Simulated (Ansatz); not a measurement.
Consider the β-hydride elimination: `C[O][Sb]([F])[F]` → `[F][SbH][F]` + `C=O`.

Program: Ansatz. Geometries: PBE0-D4/def2-TZVP. ΔE: electronic, gas phase. CCSD(T)/CBS adds triple-zeta CCSD(T) − MP2 to the extrapolated MP2 energy (def2 sets, frozen cores). This one scheme is used for every species. DFT in def2-TZVPP. B3LYP here is the variant with VWN-RPA as its local correlation; programs differ in this. Elements past krypton have def2 core potentials. For Sb outer-core shells are correlated without core-valence functions, which leaves a few kJ/mol of doubt a bond. One conformer a species, not always the lowest.

| level | ΔE (kJ/mol) | difference from CCSD(T)/CBS |
| --- | --- | --- |
| PBE-D4 | 179.7 | -7.2 |
| revPBE-D4 | 171.3 | -15.6 |
| BLYP-D4 | 166.2 | -20.7 |
| r2SCAN-D4 | 188.6 | 1.7 |
| B3LYP-D4 | 174.5 | -12.4 |
| B2PLYP | 172.1 | -14.8 |
| PBE-QIDH | 189.3 | 2.4 |
| PBE | 171.5 | -15.4 |
| revPBE | 149.9 | -37.0 |
| PBE0 | 179.0 | -7.9 |
| r2SCANh | 187.6 | 0.7 |
| CAM-B3LYP | 176.6 | -10.3 |
| CCSD/def2-SVP | 145.4 | -41.5 |
| MP2/def2-TZVPP | 188.2 | 1.3 |
| SCS-MP2/def2-QZVPP | 182.0 | -4.9 |
| MP2/CBS(def2) | 201.7 | 14.8 |
| CCSD(T)/CBS | 186.9 | 0 |

Largest T1 diagnostic among the species: 0.015.

From PBE to PBE0 (25 % exact exchange), in def2-TZVPP and without D4, ΔE moves by +7.4 kJ/mol. Leaving LDA and LC-ωPBE aside and taking each functional with its dispersion term where it has one, the values, not all of them listed here, spread over 25.7 kJ/mol, from BLYP-D4 to r2SCAN0-D4. LDA lies +46.3 kJ/mol from PBE without D4.
